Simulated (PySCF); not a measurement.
How the method changes the constants of CsZn⁺

State: ¹Σ⁺ (singlet), closed shell. Set-up: Cs def2-SVP with ECP46, Zn def2-SVP; scalar-relativistic core potentials (PySCF 2.14). De refers to Cs⁺ + Zn in their ground configurations, without counterpoise correction. A positive dipole points towards Zn; it is taken about the centre of mass and depends on that origin.

```json
{"Level": "RHF-MP2", "Re (Å)": "3.922", "ωe (cm⁻¹)": "51.8", "De (eV)": "0.200", "μ (D)": "n/a"}
{"Level": "RHF-SCS-MP2", "Re (Å)": "3.969", "ωe (cm⁻¹)": "49.3", "De (eV)": "0.182", "μ (D)": "n/a"}
{"Level": "RHF-CCSD", "Re (Å)": "3.968", "ωe (cm⁻¹)": "49.5", "De (eV)": "0.182", "μ (D)": "n/a"}
{"Level": "RHF-CCSD(T)", "Re (Å)": "3.946", "ωe (cm⁻¹)": "50.6", "De (eV)": "0.188", "μ (D)": "n/a"}
{"Level": "PBE", "Re (Å)": "3.849", "ωe (cm⁻¹)": "53.2", "De (eV)": "0.210", "μ (D)": "-3.82"}
{"Level": "PW91", "Re (Å)": "3.836", "ωe (cm⁻¹)": "53.6", "De (eV)": "0.223", "μ (D)": "-3.78"}
{"Level": "BLYP", "Re (Å)": "3.960", "ωe (cm⁻¹)": "46.4", "De (eV)": "0.162", "μ (D)": "-4.16"}
{"Level": "r²SCAN", "Re (Å)": "3.894", "ωe (cm⁻¹)": "51.5", "De (eV)": "0.177", "μ (D)": "-4.02"}
{"Level": "PBE0", "Re (Å)": "3.898", "ωe (cm⁻¹)": "52.0", "De (eV)": "0.187", "μ (D)": "-3.94"}
{"Level": "M06-2X", "Re (Å)": "3.994", "ωe (cm⁻¹)": "48.9", "De (eV)": "0.125", "μ (D)": "-4.46"}
{"Level": "LC-ωPBE", "Re (Å)": "3.880", "ωe (cm⁻¹)": "52.4", "De (eV)": "0.172", "μ (D)": "-3.96"}
```

(1) Which functional lies closest to RHF-CCSD(T) in De, which farthest, and by how much do they differ from it?

(2) What does a quarter of exact exchange do here, going from PBE to PBE0?

(3) What does the triples do here, going from RHF-CCSD to RHF-CCSD(T)?

Correlated steps freeze 5 core orbitals. Closed-shell solutions of metal pairs were not tested for spin polarisation, which can lower them a little. The bond is weak. Basis-set superposition, not corrected here, can be much of De in a small basis, most of all at correlated wavefunction levels. Spin–orbit coupling is left out. For an ion De counts to the pair picked by the measured ionisation energies or electron affinities, which need not be the lowest pair at this level.

Answers

(1) Closest is PBE0 (-4.8 pm in Re, +2.8 % in ωe, -0.00 eV in De against RHF-CCSD(T) in the same basis), farthest M06-2X (+4.8 pm in Re, -3.4 % in ωe, -0.06 eV in De). CCSD(T) converges more slowly with the basis than the functionals do and binds too weakly in this one, so the order can change at the basis-set limit.

(2) PBE0 less PBE: +4.9 pm in Re, -2.3 % in ωe, -0.02 eV in De. Exact exchange removes part of the self-interaction that spreads semilocal densities, and in most molecules shortens and stiffens the bond and lowers De; here Re goes the other way.

(3) RHF-CCSD(T) less RHF-CCSD: -2.2 pm in Re, +2.2 % in ωe, +0.01 eV in De. Correlation nearly always deepens the well. The bond shortens, as in weak, metallic or heavy-atom bonds, where dispersion and the correlation of outer-core electrons pull the atoms together.
